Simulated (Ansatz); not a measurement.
Two isomers of C2H9BOSi: A = `BCC(O)[SiH3]`, B = `B[SiH2]COC`.

Isolated molecules relaxed with PBE0-D4/def2-TZVP in Ansatz; ΔE leaves out vibrations. CCSD(T)/CBS adds triple-zeta CCSD(T) − MP2 to the extrapolated MP2 energy (def2 sets, frozen cores). Functionals use def2-TZVPP. B3LYP here is the variant with VWN-RPA as its local correlation; programs differ in this. Each species was taken in one conformer, which may not be the lowest.

A:

Z-matrix (Å, degrees):
```
C
C 1 1.519
B 1 1.556 2 114.8
H 1 1.096 2 110.9 3 128.4
H 1 1.105 2 109.8 3 -116.4
Si 2 1.899 1 113.4 3 177.6
O 2 1.431 1 105.8 3 -61.4
H 2 1.101 1 108.0 3 56.2
H 3 1.198 1 120.6 2 160.3
H 3 1.198 1 120.4 2 -24.2
H 6 1.490 2 110.8 1 -67.8
H 6 1.491 2 109.2 1 172.6
H 6 1.486 2 109.9 1 53.2
H 7 0.961 2 109.0 1 174.0
```

B:

```xyz
14

B    -2.7066   -0.1263   -1.2244
Si   -1.1858   -0.9167   -0.1750
C     0.2737    0.2699    0.0151
O     1.2987   -0.3438    0.7571
C     2.4108    0.4909    0.9321
H    -2.6905    0.9806   -1.6795
H    -3.6918   -0.7772   -1.4176
H    -0.7295   -2.1617   -0.8600
H    -1.6903   -1.3055    1.1749
H    -0.0687    1.1962    0.5067
H     0.6348    0.5696   -0.9833
H     3.1506   -0.0609    1.5130
H     2.1415    1.4086    1.4738
H     2.8531    0.7764   -0.0328
```

(1) Which isomer does CCSD(T)/CBS put lower? Give the gap. (An estimate is asked.)

(2) Give E(B) − E(A) in kJ/mol with CCSD/def2-TZVPP, CCSD(T)/def2-TZVPP, PBE0-D4, B2PLYP, PBE-D4, ωB97M-V, B3LYP. (Estimate.)

Largest T1 diagnostic: 0.011.

Answers

(1) The calculation gave: A, by 71.9 kJ/mol.

(2) Ansatz gave: CCSD/def2-TZVPP 67.6, CCSD(T)/def2-TZVPP 69.0, PBE0-D4 66.2, B2PLYP 66.6, PBE-D4 63.7, ωB97M-V 73.6, B3LYP 60.1. None reverses the order clearly.

In def2-TZVPP, CCSD(T) changes the Hartree–Fock value by +10.8 kJ/mol (the triples alone add +1.5 kJ/mol) and MP2 by +20.5 kJ/mol. The D4 term adds +4.7 kJ/mol with B3LYP and +2.4 kJ/mol with PBE0; it sums over pairs of atoms, weighted by their polarisabilities, and B3LYP, whose exchange is more repulsive, gets the larger term.
